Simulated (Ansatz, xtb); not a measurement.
## Relaxing a trial structure of C2H6AlFS

The starting geometry of this gas-phase singlet was built from a drawn formula by distance geometry and a force field; its bonds are those of `[CH3][AlH][C@@H](F)S`.

```xyz
11

C    -3.0188   -0.4991    0.1661
C    -0.6102   -0.7555   -2.2111
Al   -1.1860   -0.2087   -0.3740
F     0.7122   -0.5217   -2.3814
S    -0.9324   -2.5811   -2.4295
H    -3.2724   -1.5457    0.1280
H    -3.7476    0.0809   -0.5157
H    -3.1771   -0.1256    1.2311
H    -0.0939    0.4590    0.5951
H    -1.1991   -0.2463   -2.9948
H    -2.3003   -2.4310   -2.3740
```

Where would you expect an optimisation with r2SCAN-D4/def2-SVP to take it?

A new bond forms, giving a structure given below by its coordinates. Contacts that close: Al3–S5 (3.15 → 2.50 Å).

The energy falls by 0.49 eV over 18 steps:

```tsv
step	E − E(last) (eV)
1	0.490
3	0.234
5	0.076
7	0.030
9	0.018
10	0.016
12	0.005
14	0.002
16	0.000
18	0.000
```

Final geometry (Å):

```csv
atom,x (Å),y (Å),z (Å)
C,-3.0742,-0.4419,0.1443
C,-0.6657,-0.4027,-2.2272
Al,-1.1770,-0.5638,-0.3171
F,0.5927,-0.0823,-2.6306
S,-0.7546,-2.3518,-2.0126
H,-3.3681,-1.2295,0.8597
H,-3.7374,-0.5285,-0.7333
H,-3.3086,0.5225,0.6290
H,0.0410,-0.6193,0.6972
H,-1.3711,-0.1958,-3.0515
H,-2.0028,-2.4817,-2.5180
```

From the same start GFN2-xTB reaches the same bonding as this run.

No frequencies were run, so the end isn't proven a minimum. Run with Ansatz 0.2.0, 58 s on 2 threads of Intel(R) Xeon(R) Platinum 8259CL CPU @ 2.50GHz (Skylake/Cascade Lake), with other jobs on the host.
